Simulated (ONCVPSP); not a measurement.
## Reading a pseudo-wave (Ce)

Columns: radius, all-electron u(r) and pseudo u(r) of the 5s shell (level -63.90 eV) of cerium in the configuration [Kr] 4d10 4f1 5s2 5p6; LDA (Perdew-Zunger), scalar-relativistic, ONCV scheme, ONCVPSP 4.0.1.

```json
{"r (bohr)": "0.118", "all-electron": "-0.0123", "pseudo": "0.0690"}
{"r (bohr)": "0.235", "all-electron": "0.3241", "pseudo": "0.1422"}
{"r (bohr)": "0.353", "all-electron": "-0.1759", "pseudo": "0.2242"}
{"r (bohr)": "0.470", "all-electron": "-0.5128", "pseudo": "0.3150"}
{"r (bohr)": "0.588", "all-electron": "-0.4490", "pseudo": "0.4151"}
{"r (bohr)": "0.705", "all-electron": "-0.1476", "pseudo": "0.5189"}
{"r (bohr)": "0.822", "all-electron": "0.2118", "pseudo": "0.6215"}
{"r (bohr)": "0.940", "all-electron": "0.5289", "pseudo": "0.7168"}
{"r (bohr)": "1.058", "all-electron": "0.7597", "pseudo": "0.7967"}
{"r (bohr)": "1.175", "all-electron": "0.8997", "pseudo": "0.8548"}
{"r (bohr)": "1.292", "all-electron": "0.9641", "pseudo": "0.8880"}
{"r (bohr)": "1.410", "all-electron": "0.9704", "pseudo": "0.8948"}
{"r (bohr)": "1.528", "all-electron": "0.9350", "pseudo": "0.8755"}
{"r (bohr)": "1.645", "all-electron": "0.8737", "pseudo": "0.8340"}
{"r (bohr)": "1.763", "all-electron": "0.7969", "pseudo": "0.7745"}
{"r (bohr)": "1.880", "all-electron": "0.7142", "pseudo": "0.7038"}
{"r (bohr)": "1.998", "all-electron": "0.6301", "pseudo": "0.6264"}
{"r (bohr)": "2.115", "all-electron": "0.5498", "pseudo": "0.5490"}
{"r (bohr)": "2.232", "all-electron": "0.4751", "pseudo": "0.4750"}
{"r (bohr)": "2.350", "all-electron": "0.4065", "pseudo": "0.4065"}
{"r (bohr)": "2.468", "all-electron": "0.3453", "pseudo": "0.3453"}
{"r (bohr)": "2.585", "all-electron": "0.2919", "pseudo": "0.2918"}
{"r (bohr)": "2.702", "all-electron": "0.2453", "pseudo": "0.2453"}
{"r (bohr)": "2.820", "all-electron": "0.2049", "pseudo": "0.2049"}
{"r (bohr)": "2.938", "all-electron": "0.1704", "pseudo": "0.1704"}
{"r (bohr)": "3.055", "all-electron": "0.1414", "pseudo": "0.1414"}
```

Q: How many radial nodes do the two functions have?

A: The all-electron 5s function has n − l − 1 = 4 (the table is too coarse to show those close to the nucleus); the pseudo-wave has 0, since the states of the same l below it are removed with the core.

Q: At about which radius was the pseudo-wave matched?

A: 2.35 bohr. The columns agree to 0.0005 from 2.23 bohr on; several derivatives are matched, so the curves merge somewhat inside the radius.

Q: Is the pseudo-wave norm-conserving?

A: Yes: the ONCV scheme keeps the norm inside the radius equal to the all-electron one, which fixes the energy derivative of the logarithmic derivative at the level.
